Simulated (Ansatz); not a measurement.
This geometry of C2H3BO (7 atoms, charge 0, multiplicity 1) is a first-order saddle point.

Theory: Ansatz, RKS PBE-D4/def2-mTZVP.

```xyz
7
Properties=species:S:1:pos:R:3
C -0.122 0.046 1.931
C 0.062 0.114 0.727
B 0.305 0.255 -0.775
O 0.085 -0.799 -1.630
H -0.286 -0.019 2.990
H 0.766 1.291 -1.193
H -0.748 -0.956 -2.096
```

Problem. Which two structures does it join? (They come from a converged band through this point; their orientation in space is the band's.)

Solution. No bond is made or broken. The dihedral C2–B3–O4–H7 goes from 0 to 180°.

Image 0:

```xyz
7
Properties=species:S:1:pos:R:3
C -0.159 -0.042 1.815
C 0.053 0.143 0.628
B 0.324 0.385 -0.855
O -0.133 -0.471 -1.817
H -0.340 -0.197 2.861
H 0.949 1.336 -1.236
H -0.633 -1.222 -1.442
```

Image 8:

```xyz
7
Properties=species:S:1:pos:R:3
C -0.109 0.062 2.001
C -0.006 0.068 0.787
B 0.172 0.159 -0.722
O -0.373 -0.816 -1.511
H -0.208 0.042 3.069
H 0.783 1.074 -1.214
H -0.198 -0.657 -2.456
```

Problem. How far does it lie above each of them?

Solution. 0.65 eV above the first and 0.62 eV above the second. This is the barrier of this one path; another mechanism may lie lower.

The run took 14 min on 1 thread of AMD EPYC (Zen 3), on a shared host, peak memory 0.15 GiB.
